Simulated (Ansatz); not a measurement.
Mulliken charges of CH6BrSi2, SMILES `C[Si]([SiH3])Br` radical from ωB97M-V/def2-TZVPP in Ansatz (PBE0-D4/def2-TZVP geometry).

```
atom   x (Å)   y (Å)   z (Å)  charge (e)
  C1  -0.702   1.409  -0.821      -0.420
 Si2  -0.399  -0.438  -0.742       0.208
 Si3   1.186  -1.118   0.836       0.058
 Br4  -2.336  -1.453  -0.257      -0.207
  H5   0.232   1.928  -1.052       0.126
  H6  -1.080   1.775   0.138       0.135
  H7  -1.434   1.646  -1.595       0.134
  H8   1.307  -2.597   0.788      -0.005
  H9   0.811  -0.700   2.216      -0.011
 H10   2.498  -0.504   0.491      -0.019
```

By hand: the dipole of these point charges (1 e Å = 4.8032 D).

Σ q r = (0.393, 0.286, -0.073) e Å, of length 0.492 e Å = 2.36 D.

How does the dipole of the full density compare? (Best estimate.)

Ansatz gave: (0.221, 0.313, -0.059) e Å, 1.86 D; the point charges give 1.27 times that, at 19° from its direction.

Point charges leave out the atoms' own dipoles, such as those of lone pairs, and Mulliken's split depends on the basis, so the two needn't agree.
